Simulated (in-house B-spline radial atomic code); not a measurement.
**In6+: [Kr] (4d3/2)2 (4d5/2)5 (an excited or competing configuration)**

All numbers are computed (Dirac-Hartree-Fock, average of the jj configuration; Fermi nucleus of rms radius 4.6156 fm) with a radial B-spline atomic code at the basis-set limit, not measured.

Screening seen three ways: the hydrogenic charge with the same mean radius, Z_r = [3n² - l(l+1)]/(2<r>), the one with the same energy, Z_e = n√(-2ε), and Slater's rules. Values are occupation-weighted means over j. An effective charge above Z reflects the relativistic contraction of the inner shells.

```
shell  electrons   ε (eV)  <r> (bohr)    Z_r    Z_e  Slater
   1s          2   -28197     0.02971  50.49  45.52   48.70
   2s          2  -4392.1      0.1279  46.90  35.93   44.85
   2p          6  -3948.7       0.112  44.63  34.07   44.85
   3s          2  -947.78      0.3463  38.99  25.04   37.75
   3p          6  -798.39       0.345  36.23  22.98   37.75
   3d         10  -565.01      0.3232  32.48  19.33   27.85
   4s          2  -232.28      0.8367  28.68  16.53   21.25
   4p          6  -183.67      0.8958  25.67  14.70   21.25
   4d          7  -112.78       1.042  20.14  11.52   10.90
```

The least bound orbital is 4d5/2 at -112.6 eV, and it is also the most diffuse (<r> = 1.045 bohr).

For the 1s electron the small component carries 3.23 % of the norm, the zero-frequency Breit interaction raises the level by 63.49 eV, self-energy by 35.79 eV, and vacuum polarisation lowers it by 4.637 eV.
